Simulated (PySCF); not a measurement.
Candidates: PbF₂, PbCl₂, PbBr₂, PbI₂. Level: PBE0 in the def2-TZVP basis family, computed in PySCF with density fitting; scalar-relativistic core potentials for atoms from Rb on, none lighter, no spin–orbit coupling; open shells unrestricted.

One of them gave a singlet of C2v symmetry with wavenumbers 99, 308, 326 cm⁻¹ and a HOMO–LUMO gap of 5.07 eV.

Which molecule is it?
A. PbF₂
B. PbCl₂
C. PbBr₂
D. PbI₂

B. That is PbCl₂, with Pb–Cl 2.456 Å (×2). The others give PbF₂ 2.038 Å and 548 cm⁻¹ for the highest mode; PbBr₂ 2.606 Å and 217 cm⁻¹ for the highest mode; PbI₂ 2.807 Å and 167 cm⁻¹ for the highest mode.

Spin–orbit coupling is large for PbF₂, PbCl₂, PbBr₂, PbI₂ and is left out. The structures come from searches over a few start shapes, so lower isomers are not excluded.
